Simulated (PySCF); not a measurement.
Does the answer move with the share of exact exchange?

Species: C5H14OSi.
Z-matrix (Å and degrees, PBE0-D3(BJ)/def2-SVP geometry), rows numbered from 1:
```
C 
C   1  1.5117
O   2  1.4023  1  109.56
Si  3  1.6798  2  124.51  1  -176.57
C   4  1.8672  3  105.04  2  -179.98
C   4  1.8777  3  109.75  2   -60.43
C   4  1.8780  3  109.78  2    60.54
H   1  1.1003  2  110.32  3    59.60
H   1  1.1007  2  111.02  3  -179.97
H   1  1.1003  2  110.31  3   -59.55
H   2  1.1085  1  109.72  3   121.65
H   2  1.1086  1  109.65  3  -121.82
H   5  1.1009  4  110.65  3    59.33
H   5  1.1009  4  110.67  3   -60.19
H   5  1.1013  4  111.25  3   179.57
H   6  1.1016  4  111.74  3    63.47
H   6  1.1019  4  110.83  3  -176.73
H   6  1.1014  4  110.85  3   -56.96
H   7  1.1015  4  111.87  3   -64.20
H   7  1.1013  4  110.89  3    56.40
H   7  1.1020  4  110.65  3   176.09
```

PySCF, pcSseg-1 basis, density fitting, gas phase, PBE0-D3(BJ)/def2-SVP geometry. One functional is left out:

| functional | exact exchange (%) | HOMO energy (eV) | LUMO energy (eV) | dipole moment (D) |
| --- | --- | --- | --- | --- |
| BLYP | 0 | -5.92 | 0.33 | 1.007 |
| PBE | 0 | -6.01 | 0.33 | 1.009 |
| B3LYP | 20 | -7.30 | 0.80 | 1.070 |
| PBE0 | 25 | -7.52 | 1.13 | 1.085 |

**Question.** Predict the row of mPW1PW91 (25 % exact exchange) by straight lines through the other rows, and check it.

**Answer.** 
| property | line | computed | computed − line | PBE0 (25 %), for comparison |
| --- | --- | --- | --- | --- |
| HOMO energy (eV) | -7.56 | -7.56 | 0.00 | -7.52 |
| LUMO energy (eV) | 1.05 | 1.17 | +0.12 | 1.13 |
| dipole moment (D) | 1.085 | 1.093 | +0.008 | 1.085 |

**Question.** Which of these properties follows the share of exact exchange most closely, and which least?

**Answer.** Most closely the dipole moment, least the LUMO energy; the correlations over the tabulated rows are dipole moment 1.000, HOMO energy -0.998, LUMO energy 0.981. The dipole moment moves by +0.0309 D for every 10 %. Functionals with the same share still differ in their other parts: at 0 % BLYP and PBE differ by 0.002 D in it.
